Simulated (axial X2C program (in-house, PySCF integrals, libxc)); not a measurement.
## AgF⁺: a run with one poor setting

Calculated with an axial X2C code built on PySCF integrals. Two-component (2c) means X2C with spin–orbit coupling and atomic mean-field two-electron Coulomb and Gaunt terms. Basis: Ag dyall-v3z [12s12p8d3f2g], F dyall-v3z [6s5p2d1f] (cores contracted in-house); Gaussian nuclei, density fitting, unrestricted open shells. Masses: Ag 106.905 u, F 18.998 u.

One setting of this run was spoiled on purpose, so its numbers are not properties of AgF⁺. Level: PBEsol, 2c; state Ω = 5/2 (⟨Sz⟩ = 0.50, ⟨Lz⟩ = 2.00 at PBEsol).

| R (Å) | E − E(lowest point) (eV) | SCF iterations |
| --- | --- | --- |
| 1.705 | 0.7306 | 11 |
| 1.784 | 0.2497 | 11 |
| 1.842 | 0.0690 | 11 |
| 1.901 | 0.0000 | 10 |
| 1.960 | 0.0136 | 10 |
| 2.029 | 0.1044 | 11 |
| 2.097 | 0.2506 | 11 |
| 2.185 | 0.4888 | 12 |
| 2.293 | 0.8177 | 13 |
| 2.450 | 1.3031 | 13 |

Fit: Re 1.919 Å, ωe 604.0 cm⁻¹, residual 0.11 microhartree, De -1.90 eV.

PBE0 search, energies from the determinant that was followed:

```tsv
ΔE (eV)	state	electrons beyond evenly filled partner blocks	electrons in ±ω = 1/2, 3/2, 5/2, 7/2
0.00	Ω = 5/2	ω = 5/2	36 16 3 0
2.17	Ω = 5/2	2 × ω = 1/2, ω = 3/2	36 15 4 0
2.43	Ω = 1/2	2 × ω = -1/2, ω = 3/2	36 15 4 0
2.51	Ω = 3/2	3 × ω = 1/2	35 16 4 0
-2.96	Ω = 1/2	ω = 1/2	35 16 4 0
-2.62	Ω = 3/2	ω = 3/2	36 15 4 0
```

Problem. Which setting was spoiled?
A. too few iterations allowed
B. an excited determinant was followed
C. virtual space cut too low
D. integration grid too coarse
E. density fitting set too sparse

Solution. B. An excited determinant was followed: a lower determinant stands in the search.
